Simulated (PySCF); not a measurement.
An unknown gives this computed stick spectrum. Computed with TDDFT CAM-B3LYP/def2-SVPD, vertical, gas phase, core orbitals frozen in the response (PySCF 2.14.0, density-fitted response routines). Geometries: PBE0-D3(BJ)/def2-SVP, one conformer each.

```tsv
state	E (eV)	λ (nm)	f
S1	7.46	166.3	0.011
S2	7.99	155.2	0.014
S3	8.22	150.8	0.044
S4	8.32	149.0	0.010
S5	8.64	143.5	0.0006
S6	8.65	143.3	0.027
S7	8.74	141.9	0.037
S8	8.77	141.3	0.053
S9	8.83	140.4	0.048
S10	9.02	137.5	0.056
```

Orbital energies (eV): HOMO-3 -10.85, HOMO-2 -10.56, HOMO-1 -10.07, HOMO -9.60, LUMO 0.72, LUMO+1 1.42, LUMO+2 1.65.

Problem. Which structure fits?
A. `O=C(O)c1cccs1`
B. `O=C(O)C1=CSC=C1`
C. `O=COc1ccsc1`
D. `CCCS(C)(=O)=O`

Solution. D. Its S1, at 7.46 eV, is the highest among the candidates; the nearest of the others has S1 at 5.55 eV. S1 is HOMO→LUMO (84%). Löwdin shares by element: HOMO oxygen 50%, carbon 13% or more, sulfur 12% (atoms not listed hold the other 25%); LUMO sulfur 30%, carbon 17% or more, hydrogen 10% or more (atoms not listed hold the other 43%). At the same level the other candidates give, for their lowest levels:
- `O=COc1ccsc1`: 5.55 eV (f 0.157); 5.75 eV (f 0.003); 5.81 eV (f 0.039); 6.16 eV (f 0.004); 6.30 eV (f 0.284); T1 3.66 eV; HOMO -8.19, LUMO 0.16 eV
- `O=C(O)c1cccs1`: 5.08 eV (f 0.216); 5.27 eV (f 0.000); 5.34 eV (f 0.108); 6.63 eV (f 0.001); 6.65 eV (f 0.002); T1 3.34 eV; HOMO -8.62, LUMO -0.70 eV
- `O=C(O)c1ccsc1`: 5.37 eV (f 0.026); 5.37 eV (f 0.001); 5.64 eV (f 0.198); 6.50 eV (f 0.003); 6.60 eV (f 0.343); T1 3.63 eV; HOMO -8.65, LUMO -0.36 eV

Conformer computed: `[CH3:1][CH2:2][CH2:3][S:4]([CH3:5])(=[O:6])=[O:7]`: C1–C2–C3–S4 64°, C2–C3–S4–C5 162°.
Triplets come from the Tamm–Dancoff approximation.
